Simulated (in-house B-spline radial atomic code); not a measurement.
Computed with a B-spline radial atomic code. Model: two electrons, singlet ground state, non-relativistic, full CI in B-splines with partial waves to l = 8 (at full coupling up to 3e-4 hartree above the limit, correlation up to 0.6 % small), density held at that of full coupling by Lieb maximisation.

W(λ) is the mean repulsion in the state of coupling λ less the Hartree energy of the fixed density. Its start is exact exchange, its initial slope is twice the second-order Görling-Levy correlation energy, and its area from 0 to 1 is E_xc. A straight curve means weak, dynamic correlation, and a curve that drops fast and flattens means strong correlation.

Command:
```bash
python run_ac.py task.json out
```
Settings (lengths in bohr, energies in hartree):
```
potential              dot
strength               0.134
lmax                   8
second                 -0.5
```

Run time, properties included: 17 s on 1 thread of Intel(R) Xeon(R) Processor @ 2.30GHz, with other jobs on the host.

**W = mean repulsion less Hartree energy, and W of three functionals.**

Given: confinement charge in harmonic well; well frequency 0.134 hartree; nuclear charge -0.5; external potential omega^2 r^2/2 - Z/r.

Computed: LDA exchange minus exact 26.932 millihartree; PBE exchange minus exact 4.9508 millihartree.

```json
{"coupling": "0", "W xc (hartree)": "-0.21074", "W xc minus exchange (millihartree)": "0", "kinetic minus Kohn-Sham (millihartree)": "0", "LDA (PW92) W minus its exchange (millihartree)": "0", "PBE W minus its exchange (millihartree)": "0", "SCAN W minus its exchange (millihartree)": "0"}
{"coupling": "0.02", "W xc (hartree)": "?", "W xc minus exchange (millihartree)": "?", "kinetic minus Kohn-Sham (millihartree)": "?", "LDA (PW92) W minus its exchange (millihartree)": "?", "PBE W minus its exchange (millihartree)": "?", "SCAN W minus its exchange (millihartree)": "?"}
{"coupling": "0.05", "W xc (hartree)": "-0.21642", "W xc minus exchange (millihartree)": "-5.679", "kinetic minus Kohn-Sham (millihartree)": "0.14", "LDA (PW92) W minus its exchange (millihartree)": "-16.08", "PBE W minus its exchange (millihartree)": "-8.09", "SCAN W minus its exchange (millihartree)": "-4.45"}
{"coupling": "0.12", "W xc (hartree)": "-0.22331", "W xc minus exchange (millihartree)": "-12.574", "kinetic minus Kohn-Sham (millihartree)": "0.72", "LDA (PW92) W minus its exchange (millihartree)": "-28.25", "PBE W minus its exchange (millihartree)": "-16.15", "SCAN W minus its exchange (millihartree)": "-9.85"}
{"coupling": "0.25", "W xc (hartree)": "-0.23349", "W xc minus exchange (millihartree)": "-22.753", "kinetic minus Kohn-Sham (millihartree)": "2.57", "LDA (PW92) W minus its exchange (millihartree)": "-43.06", "PBE W minus its exchange (millihartree)": "-27.13", "SCAN W minus its exchange (millihartree)": "-18.15"}
{"coupling": "0.4", "W xc (hartree)": "-0.24214", "W xc minus exchange (millihartree)": "-31.404", "kinetic minus Kohn-Sham (millihartree)": "5.35", "LDA (PW92) W minus its exchange (millihartree)": "-54.72", "PBE W minus its exchange (millihartree)": "-36.43", "SCAN W minus its exchange (millihartree)": "-25.76"}
{"coupling": "0.6", "W xc (hartree)": "-0.25032", "W xc minus exchange (millihartree)": "-39.584", "kinetic minus Kohn-Sham (millihartree)": "9.39", "LDA (PW92) W minus its exchange (millihartree)": "-65.79", "PBE W minus its exchange (millihartree)": "-45.66", "SCAN W minus its exchange (millihartree)": "-33.65"}
{"coupling": "0.8", "W xc (hartree)": "-0.2561", "W xc minus exchange (millihartree)": "-45.363", "kinetic minus Kohn-Sham (millihartree)": "13.4", "LDA (PW92) W minus its exchange (millihartree)": "-73.97", "PBE W minus its exchange (millihartree)": "-52.69", "SCAN W minus its exchange (millihartree)": "-39.78"}
{"coupling": "1", "W xc (hartree)": "-0.26038", "W xc minus exchange (millihartree)": "-49.643", "kinetic minus Kohn-Sham (millihartree)": "17.23", "LDA (PW92) W minus its exchange (millihartree)": "-80.37", "PBE W minus its exchange (millihartree)": "-58.29", "SCAN W minus its exchange (millihartree)": "-44.67"}
{"coupling": "1.4", "W xc (hartree)": "?", "W xc minus exchange (millihartree)": "?", "kinetic minus Kohn-Sham (millihartree)": "?", "LDA (PW92) W minus its exchange (millihartree)": "?", "PBE W minus its exchange (millihartree)": "?", "SCAN W minus its exchange (millihartree)": "?"}
{"coupling": "2", "W xc (hartree)": "-0.27178", "W xc minus exchange (millihartree)": "-61.044", "kinetic minus Kohn-Sham (millihartree)": "33.42", "LDA (PW92) W minus its exchange (millihartree)": "-99.63", "PBE W minus its exchange (millihartree)": "-75.56", "SCAN W minus its exchange (millihartree)": "-59.12"}
{"coupling": "3", "W xc (hartree)": "-0.27703", "W xc minus exchange (millihartree)": "-66.294", "kinetic minus Kohn-Sham (millihartree)": "46.29", "LDA (PW92) W minus its exchange (millihartree)": "-109.98", "PBE W minus its exchange (millihartree)": "-85.05", "SCAN W minus its exchange (millihartree)": "-66.07"}
{"coupling": "4.5", "W xc (hartree)": "-0.28142", "W xc minus exchange (millihartree)": "-70.678", "kinetic minus Kohn-Sham (millihartree)": "62.41", "LDA (PW92) W minus its exchange (millihartree)": "-119.41", "PBE W minus its exchange (millihartree)": "-93.78", "SCAN W minus its exchange (millihartree)": "-71.49"}
{"coupling": "7", "W xc (hartree)": "-0.28542", "W xc minus exchange (millihartree)": "-74.685", "kinetic minus Kohn-Sham (millihartree)": "84.94", "LDA (PW92) W minus its exchange (millihartree)": "-128.55", "PBE W minus its exchange (millihartree)": "-102.32", "SCAN W minus its exchange (millihartree)": "-75.71"}
{"coupling": "10", "W xc (hartree)": "-0.28819", "W xc minus exchange (millihartree)": "-77.45", "kinetic minus Kohn-Sham (millihartree)": "108.1", "LDA (PW92) W minus its exchange (millihartree)": "-135.05", "PBE W minus its exchange (millihartree)": "-108.43", "SCAN W minus its exchange (millihartree)": "-78.08"}
```

Problem. What belongs in the row 0.02?

Solution. W xc (hartree): -0.21309; W xc minus exchange (millihartree): -2.354; kinetic minus Kohn-Sham (millihartree): 0.02; LDA (PW92) W minus its exchange (millihartree): -8.42; PBE W minus its exchange (millihartree): -3.7; SCAN W minus its exchange (millihartree): -1.86.

Problem. What belongs in the row 1.4?

Solution. W xc (hartree): -0.26631; W xc minus exchange (millihartree): -55.569; kinetic minus Kohn-Sham (millihartree): 24.25; LDA (PW92) W minus its exchange (millihartree): -89.9; PBE W minus its exchange (millihartree): -66.77; SCAN W minus its exchange (millihartree): -51.95.

Problem. What is the SCAN exchange minus exact?

Solution. -3.3354 millihartree.

**Energy parts, natural occupations and partial-wave weights.**

Computed: total energy 0.9435 hartree; exchange energy -0.21074 hartree; correlation energy -0.03241 hartree; kinetic part of the DFT correlation energy 0.017233 hartree; initial slope twice GL2 -0.12041 hartree; Kohn-Sham kinetic 0.1293 hartree; Lieb Oxford ratio E_xc over LDA exchange 1.3229.

| natural | occupation of the shell (electrons) |
| --- | --- |
| s | 1.7882 |
| p | 0.20797 |
| s | 0.0026868 |
| d | ? |
| p | 0.00015364 |
| f | 9.8827e-05 |

Problem. What belongs in the row d?

Solution. occupation of the shell (electrons): 0.00077449.

| wave | weight |
| --- | --- |
| s | 0.89546 |
| p | 0.10407 |
| d | ? |
| f | 5.3393e-05 |
| g | 1.2025e-05 |

Problem. What belongs in the row d?

Solution. weight: 0.00040064.

Problem. What is the kinetic part over minus potential part?

Solution. 0.34713.

Problem. What is the Hartree energy?

Solution. 0.42148 hartree.

Half-way to full coupling W has made 71 % of its drop, against 50 % for a straight line, and second-order (GL2) theory, half the initial slope, overshoots the correlation energy by about 86 %: correlation is strong. Over couplings 0 to 1 the errors in E_xc come to about +3.7 millihartree for LDA, -0.6 millihartree for PBE, +1.4 millihartree for SCAN, so PBE is nearest. In LDA and PBE and SCAN the errors of exchange and correlation have opposite signs, so the sum is smaller than the larger of the two.
